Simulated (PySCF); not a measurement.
## `CSc1cccc(C)c1`, C8H10S

Geometry (Å), atoms numbered from 1 in this order:
```xyz
19

C     3.639   -0.611   -0.502
S     2.176   -1.594   -0.149
C     0.880   -0.399   -0.115
C     1.058    0.975   -0.305
C    -0.049    1.824   -0.257
C    -1.324    1.325   -0.021
C    -1.519   -0.051    0.174
C    -2.892   -0.595    0.443
C    -0.412   -0.895    0.122
H     3.842    0.121    0.293
H     3.563   -0.100   -1.473
H     4.473   -1.325   -0.545
H     2.047    1.394   -0.492
H     0.096    2.896   -0.408
H    -2.180    2.004    0.012
H    -3.616   -0.240   -0.306
H    -2.902   -1.694    0.433
H    -3.260   -0.266    1.429
H    -0.550   -1.971    0.268
```

The calculation used TDDFT CAM-B3LYP/aug-cc-pVDZ excited states, vertical, gas phase in PySCF. Geometry: PBE0-D3(BJ)/def2-SVP.

Question: Give the one- and two-photon strengths of the lowest singlets.

Answer: δ for parallel linear polarisation; σ at the peak of a Lorentzian of half width 0.1 eV, single beam; Ω is circular over linear.
| state | E (eV) | f | photon λ (nm) | δ (au) | σ (GM) | Ω | main |
| --- | --- | --- | --- | --- | --- | --- | --- |
| S1 | 4.90 | 0.015 | 506 | 17.4 | 0.15 | 1.47 | HOMO→LUMO+4 0.57, HOMO−1→LUMO+3 0.17 |
| S2 | 5.13 | 0.002 | 484 | 39.1 | 0.38 | 1.47 | HOMO→LUMO 0.62, HOMO→LUMO+1 0.11 |
| S3 | 5.21 | 0.217 | 476 | 340 | 3.38 | 0.72 | HOMO→LUMO+3 0.77, HOMO→LUMO+4 0.09 |
| S4 | 5.46 | 0.004 | 454 | 2.98 | 0.03 | 1.44 | HOMO→LUMO+1 0.30, HOMO→LUMO 0.21 |
| S5 | 5.76 | 0.007 | 430 | 107 | 1.30 | 1.50 | HOMO→LUMO+2 0.64, HOMO→LUMO+6 0.15 |
| S6 | 6.05 | 0.002 | 410 | 65.1 | 0.87 | 1.50 | HOMO→LUMO+1 0.47, HOMO→LUMO+5 0.20 |

Among these, the strongest one-photon state is S3, the strongest two-photon state S3, with a dipole change of 3.2 D (relaxed, norm of the difference vector).
